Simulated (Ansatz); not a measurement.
Calculated with Ansatz (gas phase, PBE0-D4/def2-TZVP geometries, no zero-point term in ΔE). CCSD(T)/CBS is the MP2 limit (def2-TZVPP, def2-QZVPP) plus CCSD(T) − MP2 in def2-TZVPP, frozen cores. This one scheme is used for every species. For Ge outer-core shells are correlated without core-valence functions, which leaves a few kJ/mol of doubt a bond. Scalar relativity is left out up to krypton. One conformer a species, not always the lowest.

Reaction (formal exchange of groups at a C–Ge bond): `CC#[C][GeH2][OH]` + `C#C` → `C#CC#CC` + `[OH][GeH3]`

`CC#[C][GeH2][OH]`:

Cartesian coordinates in Å:
```
C -0.030 -1.727 -1.814
C 0.059 -0.823 -0.687
C 0.138 -0.067 0.253
Ge 0.240 1.122 1.724
O -0.210 2.759 1.189
H 0.201 -2.750 -1.508
H -1.036 -1.722 -2.241
H 0.675 -1.441 -2.599
H 1.676 1.258 2.233
H -0.725 0.640 2.821
H -0.989 2.752 0.629
```

`C#C`:

```xyz
4

C     0.290   -0.501   -0.153
C    -0.290    0.501    0.153
H     0.807   -1.391   -0.424
H    -0.807    1.391    0.424
```

`C#CC#CC`:

```xyz
9

C     1.021   -2.992    0.250
C     0.632   -1.854    0.156
C     0.193   -0.568    0.048
C    -0.196    0.571   -0.047
C    -0.660    1.934   -0.162
H     1.364   -3.996    0.334
H    -1.710    2.014    0.130
H    -0.566    2.292   -1.191
H    -0.078    2.599    0.482
```

`[OH][GeH3]`:

Cartesian coordinates in Å:
```
O 0.866 -0.219 1.041
Ge -0.351 0.175 -0.200
H 1.537 -0.825 0.722
H -1.312 1.137 0.503
H -1.071 -1.109 -0.656
H 0.331 0.842 -1.410
```

```tsv
species	SCS-MP2/def2-QZVPP energy (Eh)
`CC#[C][GeH2][OH]`	-2268.66599
`C#C`	-77.18507
`C#CC#CC`	-192.43868
`[OH][GeH3]`	-2153.40410
```

Work out ΔE.

ΔE = (-192.43868) + (-2153.40410) − (-2268.66599) − (-77.18507) = 0.00828 Eh = +21.7 kJ/mol. CCSD(T)/CBS gives +23.0 kJ/mol.

Largest T1 diagnostic among the species: 0.013.

From PBE to PBE0 (25 % exact exchange), in def2-TZVPP and without D4, ΔE moves by +10.5 kJ/mol.
